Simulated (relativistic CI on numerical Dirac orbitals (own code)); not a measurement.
Radial parameters of Ru⁶⁺

These numbers are calculated, not measured: Dirac-Coulomb-Breit CI, KLI orbitals optimised for each configuration, model QED, unscaled Slater integrals (own radial code, finite nucleus).

Slater integrals F^k, G^k are unscaled and averaged over j, outside the closed core [Ar] 3d10; ζ comes from projecting the Hamiltonian with its Breit term on Σ l·s of the shell.

- 4s2 4p6 4d2: F^2(4d,4d) = 80575, F^4(4d,4d) = 53767, ζ(4d) = 1544.4 cm⁻¹; <r>(4d) = 1.268, <r^2>(4d) = 1.848 (bohr units).
- 4s2 4p6 4d 5s: ζ(4d) = 1636.2, G^2(4d,5s) = 17601 cm⁻¹; <r>(4d) = 1.249, <r^2>(4d) = 1.795, <r>(5s) = 2.117, <r^2>(5s) = 4.994 (bohr units).
- 4s2 4p6 4d 4f: ζ(4d) = 1619.9, F^2(4d,4f) = 56976, F^4(4d,4f) = 35667, G^1(4d,4f) = 67154, G^3(4d,4f) = 40977, G^5(4d,4f) = 28684, ζ(4f) = -40.537 cm⁻¹; <r>(4d) = 1.258, <r^2>(4d) = 1.823, <r>(4f) = 1.902, <r^2>(4f) = 4.241 (bohr units).

(1) Give the Racah parameters of the d shell in 4s2 4p6 4d2.

In this model ζ of a weakly bound d, f or g electron outside closed shells comes out too small, for d by up to a factor of two or three and at times with the wrong sign; that of an outer p electron is too small as well.

Averages of the first 10 configurations, taken without configuration mixing, which lowers the lowest level and can move excited configurations by several eV; other configurations of the list can lie among them:

| Configuration | Parity | States | Average energy above the lowest level (eV) |
| --- | --- | --- | --- |
| 4s2 4p6 4d2 | even | 45 | 3.1 |
| 4s2 4p6 4d 5s | even | 20 | 25.8 |
| 4s2 4p6 4d 4f | odd | 140 | 47.3 |
| 4s2 4p5 4d3 | odd | 720 | 52.0 |
| 4s2 4p6 4d 5p | odd | 60 | 35.6 |
| 4s2 4p6 4f2 | even | 91 | 93.5 |
| 4s2 4p6 4d 5d | even | 100 | 50.1 |
| 4s2 4p6 5s2 | even | 1 | 51.8 |
| 4s 4p6 4d3 | even | 240 | 88.8 |
| 4s2 4p6 4d 6s | even | 20 | 56.0 |

Results:

(1) B = F²/49 − 5F⁴/441 = 1035 cm⁻¹ and C = 35F⁴/441 = 4267 cm⁻¹.
